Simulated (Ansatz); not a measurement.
Reactions of `[CH3][InH][C]#N`.

Computed with Ansatz on PBE0-D4/def2-TZVP structures; ΔE is electronic, products minus reactants. CCSD(T)/CBS adds triple-zeta CCSD(T) − MP2 to the extrapolated MP2 energy (def2 sets, frozen cores). This one scheme is used for every species. Functionals use def2-TZVPP. def2 core potentials past Kr. For Br, Ge, In outer-core shells are correlated without core-valence functions, which leaves a few kJ/mol of doubt a bond. Scalar relativity is left out up to krypton. Each species was taken in one conformer, which may not be the lowest.

```
                                                                         reaction  MP2/CBS(def2) (eV)  ωB97X-V (eV)  B2PLYP (eV)  CCSD(T)/CBS(def2) (eV)
                               `[CH3][InH][C]#N` + HBr → `[CH3][InH][Br]` + `C#N`               -1.09         -1.01        -1.04                   -1.05
                           `[CH3][InH][C]#N` + CH₃NH₂ → `C[NH][InH][CH3]` + `C#N`                0.30          0.43         0.38                    0.33
                             `[CH3][InH][C]#N` + `OCO` → `N#COCO` + `[CH3][InH2]`                1.66          1.42         1.46                    1.61
                               `[CH3][InH][C]#N` + `N=O` → `CN=O` + `N#[C][InH2]`                0.25          0.06         0.11                    0.19
                        `[CH3][InH][C]#N` + `CCCC` → `[CH3][InH][CH3]` + `CCCC#N`                0.40          0.43         0.40                    0.43
             `[CH3][InH][C]#N` + `N[Si](O)(O)O` → `CO[Si](N)(O)O` + `N#[C][InH2]`                1.06          0.80         0.89                    0.95
`[CH3][InH][C]#N` + `N#[C][GeH2][C]#N` → `N#[C][GeH]([C]#N)[C]#N` + `[CH3][InH2]`                0.73          0.70         0.69                    0.73
                 `[CH3][InH][C]#N` + `CC(C)C#N` → `[CH3][InH2]` + `CC(C)(C#N)C#N`                1.00          0.97         1.01                    1.01
                      `[CH3][InH][C]#N` + `C=C=CO` → `C=C=C[O][InH][CH3]` + `C#N`               -0.23         -0.03        -0.04                   -0.16
```

Largest T1 diagnostic: 0.015, for `N=O`.
